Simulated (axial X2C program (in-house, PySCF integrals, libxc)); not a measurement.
## Bond lengths and stretching modes, held linear, of TaNC⁺

Computed with an axial X2C code built on PySCF integrals: two-component X2C with atomic mean-field Coulomb and Gaunt terms, Gaussian nuclei, basis Ta dyall-v3z, N dyall-av3z, C dyall-v3z with contracted cores. Spin-free rows use the one-electron spin-free X2C Hamiltonian.

Masses Ta 180.948, N 14.003, C 12.000 u. States: 2c Ω = 3/2 (beyond evenly filled blocks: ω = 3/2); spin-free M_S = 3/2, Λ = 0 (beyond evenly filled blocks: σα, δ+α, δ-α).

MP2, 2c: energies above the lowest point

```tsv
r(Ta–N) (Å)	r(N–C) (Å)	E (meV)
1.8554	1.1710	128.50
1.8554	1.2010	65.64
1.8554	1.2310	85.60
1.9030	1.1710	57.89
1.9030	1.2010	0.00
1.9030	1.2310	24.55
1.9030	1.2611	118.32
1.9506	1.1710	54.63
1.9506	1.2010	0.84
1.9506	1.2310	29.14
1.9982	1.2010	56.03
1.9982	1.2611	187.11
```

Question: Fit a quadratic surface with cubic terms in each bond: where is the minimum, and what are the two stretching wavenumbers?

Answer: At MP2, 2c: bonds 1.926 and 1.206 Å; harmonic stretches 552.7 and 1971.6 cm⁻¹; force constants 4.27, 14.2 and coupling 0.42 mdyn/Å.

The other levels and Hamiltonians give:

| Hamiltonian | level | r(Ta–N) (Å) | r(N–C) (Å) | lower stretch (cm⁻¹) | upper stretch (cm⁻¹) |
| --- | --- | --- | --- | --- | --- |
| 2c | PBE0 | 1.902 | 1.200 | 558.8 | 1954.7 |
| 2c | HF | 1.951 | 1.173 | 550.2 | 2125.2 |
| 2c | TPSSh | 1.903 | 1.208 | 553.4 | 1895.2 |
| spin-free | PBE0 | 1.896 | 1.201 | 585.7 | 1997.1 |
| spin-free | HF | 1.930 | 1.176 | 575.2 | 2133.4 |
| spin-free | TPSSh | 1.901 | 1.207 | 578.7 | 1954.3 |
| spin-free | MP2 | 1.904 | 1.211 | 583.8 | 1945.4 |

Each state is one determinant, the lowest of a limited PBE0 search; the stretches come from a fit to these few points and carry an uncertainty of a few per cent. Other orders of the atoms were not compared. MP2 freezes inner shells (threshold -2 hartree). The molecule was held linear; bending was not examined, so a bent shape may lie lower. Note: several unpaired electrons, one determinant need not be a pure state.
